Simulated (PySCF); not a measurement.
# Rhodium: a sound run and one with changed settings

Sound run: Rh [Kr] 4d8 5s1, Rh⁺ [Kr] 4d8. All numbers are calculated (PySCF 2.14, a scalar-relativistic core potential, in def2-TZVP with the def2 core potential (28 electrons) (6s4p3d1f, 40 functions)). The sound run starts from symmetry-adapted Hartree-Fock orbitals and uses a fine grid where one is needed.

Changed run: 14 angular points. This setting is unsound on purpose.

| species | method | sound run (hartree) | changed run (hartree) | converged |
| --- | --- | --- | --- | --- |
| Rh | UHF | -109.74319 | -109.74319 | yes |
| Rh | LDA | -110.26361 | -110.32939 | yes |
| Rh | M06-2X | -110.38857 | -110.35812 | yes |
| Rh⁺ | UHF | -109.51136 | -109.51136 | yes |
| Rh⁺ | LDA | -109.96276 | -110.03082 | yes |
| Rh⁺ | M06-2X | -110.12134 | -110.09340 | yes |

Ionisation energy of Rh:

| method | sound run (eV) | changed run (eV) |
| --- | --- | --- |
| UHF | 6.309 | 6.309 |
| LDA | 8.187 | 8.125 |
| M06-2X | 7.272 | 7.203 |

A coarse angular grid integrates products of high-l functions wrongly, so density functionals can shift, and the SCF can exploit the error; Hartree-Fock and MP2 need no grid.

For comparison, NIST gives 7.459 eV between the lowest levels.
